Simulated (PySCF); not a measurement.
Ga(I)3 cation (GaI3), SMILES [I][Ga]([I])[I] (connectivity only; charge and spin as stated), charge +1, multiplicity 2. Atoms are numbered in the order given.

```xyz
4

Ga     0.0000     0.0000     0.0000
I     -2.4727     0.0000     0.0000
I      1.2363     2.1414     0.0000
I      1.2363    -2.1414     0.0000
```
Charge +1, spin multiplicity 2.

Coordinates come from a r2SCAN-D4/def2-SVP optimisation. The spin state was assumed, not searched. The isomer is the one that the SMILES or the coordinates give; other isomers of the formula were not compared. The def2 effective core potentials stand for the cores of I; spin–orbit coupling is left out.

All values below come from ωB97X/def2-TZVP (PySCF).

ESP charges are fitted to the potential on shells at 1.4 to 2.0 van der Waals radii. Atomic charges (e):

```
atom  Löwdin  Mulliken  ESP fit  Mulliken spin
----  ------  --------  -------  -------------
Ga1    -0.68         …    -0.02          -0.06
I2      0.43         …     0.22           0.11
I3      0.43         …     0.22           0.11
I4      0.82         …     0.59           0.84
```

### Question
Fill in the missing entries. (Estimate from the structure and the level; the computed values follow.)

### Answer

- Ga1, Mulliken: 0.33
- I2, Mulliken: 0.10
- I3, Mulliken: 0.10
- I4, Mulliken: 0.46
